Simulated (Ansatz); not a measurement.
Basis-set extrapolation for AlH9N2Si2 (`N[Si](N)([AlH2])[SiH3]`) (PBE0-D4/def2-TZVP geometry, frozen core, the Gaussian-basis code of Ansatz). Multiplicity 1, RHF reference.

```csv
,def2-TZVPP,def2-QZVPP
HF,-934.035741,-934.066863
MP2 correlation,-0.759949,-0.816040
CCSD(T) correlation,-0.856751,not run
```

Energies in hartree. Use E(X) = E(∞) + A·exp(−7.88·√X) for Hartree–Fock and E(X) = E(∞) + B·X^(−2.97) for correlation, with X = 3 and 4, and add CCSD(T) minus MP2 of the smaller set to the MP2 limit.

**Question.** What is the CCSD(T) energy at the basis-set limit?

**Answer.** HF limit: -934.066863 + (-0.031122) × 0.13774 = -934.07115. MP2 limit: -0.816040 + (-0.056091) × 0.74074 = -0.85759. Higher-order term: -0.856751 − (-0.759949) = -0.09680. Total: -935.02554 hartree, 83.5 kcal/mol below CCSD(T)/def2-TZVPP.
